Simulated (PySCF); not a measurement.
C3H3Cl2F, SMILES F[C@@H]1CC1(Cl)Cl. Geometry: B3LYP-D3(BJ)/def2-SVP. The structure was generated by enumeration; whether it is a known compound was not checked.

Task: Give the equilibrium geometry at B3LYP-D3(BJ)/def2-SVP (PySCF confirms it by a frequency run) as bond lengths and angles. (An estimate is asked for; the answer gives what the named calculation found.)

Result: 
Atoms: F1 C2 C3 C4 Cl5 Cl6 H7 H8 H9. Bonds (Å): F1–C2 1.353, C2–C3 1.505, C2–C4 1.501, C2–H7 1.095, C3–C4 1.507, C3–H8 1.093, C3–H9 1.093, C4–Cl5 1.762, C4–Cl6 1.772. Angles (°): F1–C2–C3 118.3, F1–C2–C4 118.7, F1–C2–H7 112.8, C3–C2–C4 60.2, C3–C2–H7 119.9, C4–C2–H7 117.6, C2–C3–C4 59.8, C2–C3–H8 119.0, C2–C3–H9 116.3, C4–C3–H8 118.2, C4–C3–H9 115.7, H8–C3–H9 116.1, C2–C4–C3 60.0, C2–C4–Cl5 118.0, C2–C4–Cl6 117.5, C3–C4–Cl5 118.6, C3–C4–Cl6 118.1, Cl5–C4–Cl6 114.2.
